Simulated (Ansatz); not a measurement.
Spectroscopic constants of CdCl, multiplicity 2 (lowest of 2S+1 = 2, 4 at CCSD(T)/def2-TZVPP on PBE0 minima; our sources give no spin for the ground state, which may be another). No spin–orbit coupling.

The constants come from a fifth-degree fit in 1/R (seven points, main isotopes). Runs in def2 and cc sets follow the lowest solution found near the PBE0 minimum.

Correlated levels freeze the inner cores; with def2 sets outer-core shells near the valence are correlated too. CBS: X⁻³ extrapolation of the correlation energy, Hartree–Fock from the larger set.

Programs: Ansatz (Gaussian basis) for Hartree–Fock, density functionals and correlated methods. Values without a source in brackets are computed. In def2 rows elements past Kr take small-core potentials, without spin–orbit coupling.

```json
[
 {"level": "PBE/def2-TZVPP", "r_e (Å)": "2.383", "ω_e (cm⁻¹)": "290", "ω_e x_e (cm⁻¹)": "1.5", "dipole (D)": "3.22"},
 {"level": "wB97X-V/def2-TZVPP", "r_e (Å)": "2.348", "ω_e (cm⁻¹)": "327", "ω_e x_e (cm⁻¹)": "1.2", "dipole (D)": "3.67"},
 {"level": "wB97M-V/def2-TZVPP", "r_e (Å)": "2.350", "ω_e (cm⁻¹)": "325", "ω_e x_e (cm⁻¹)": "1.2", "dipole (D)": "3.50"},
 {"level": "B2PLYP/def2-TZVPP", "r_e (Å)": "2.366", "ω_e (cm⁻¹)": "311", "ω_e x_e (cm⁻¹)": "1.4", "dipole (D)": "-"},
 {"level": "CCSD/def2-TZVPP", "r_e (Å)": "2.352", "ω_e (cm⁻¹)": "325", "ω_e x_e (cm⁻¹)": "1.2", "dipole (D)": "-"},
 {"level": "CCSD(T)/def2-TZVPP", "r_e (Å)": "2.350", "ω_e (cm⁻¹)": "…", "ω_e x_e (cm⁻¹)": "1.2", "dipole (D)": "-"},
 {"level": "CCSD(T)/def2-QZVPP", "r_e (Å)": "2.342", "ω_e (cm⁻¹)": "330", "ω_e x_e (cm⁻¹)": "1.3", "dipole (D)": "-"},
 {"level": "CCSD(T)/CBS(def2-TZVPP, def2-QZVPP)", "r_e (Å)": "…", "ω_e (cm⁻¹)": "…", "ω_e x_e (cm⁻¹)": "1.3", "dipole (D)": "-"}
]
```

Task: Complete the blanks.

Result: 
- CCSD(T)/CBS(def2-TZVPP, def2-QZVPP), r_e (Å): 2.339
- CCSD(T)/CBS(def2-TZVPP, def2-QZVPP), ω_e (cm⁻¹): 334
- CCSD(T)/def2-TZVPP, ω_e (cm⁻¹): 324

Ansatz is a quantum-chemistry and plane-wave program.
